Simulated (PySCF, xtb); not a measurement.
HO₄S, SMILES OS(=O)(=O)[O-], charge -1.

GFN2-xTB in xtb at its own geometry gives an orbital gap of 8.58 eV.

Geometry: PBE0-D3(BJ)/def2-SVPD. The values are those of a single conformer.

**Question.** What does PySCF with PBE/def2-SVPD give? (The exact figures need the calculation; the answer reports its results.)

**Answer.** gap 4.49 eV (levels -1.03 and 3.46 eV).
